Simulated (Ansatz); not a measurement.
C2H4N2, SMILES `NC#CN` (charge 0, multiplicity 1).

Cartesian coordinates (Å):
```xyz
8

N     -1.2907     0.6929     1.2891
C     -0.4177     0.2086     0.3852
C      0.3541    -0.1796    -0.4569
N      1.1664    -0.6363    -1.4291
H     -0.9197     0.9498     2.1914
H     -2.1863     0.2321     1.3490
H      1.8215    -1.3603    -1.1756
H      1.5625     0.0519    -2.0517
```
Charge 0, multiplicity 1.

Frozen-core energies in 6-31g from Ansatz (a quantum-chemistry and plane-wave program) at a geometry from B3LYP-D3(BJ)/def2-TZVP; the HF reference has <S^2> = 0.00 and the T1 diagnostic is 0.013.

```
level     energy (Ha)  difference from CCSDT(Q) (mHa)
--------  -----------  ------------------------------
HF         -186.80129                          422.65
MP2        -187.18539                           38.55
CCSD       -187.21098                           12.96
CCSD(T)    -187.22191                            2.03
CCSDT      -187.22236                            1.58
CCSDT(Q)   -187.22394                            0.00
```
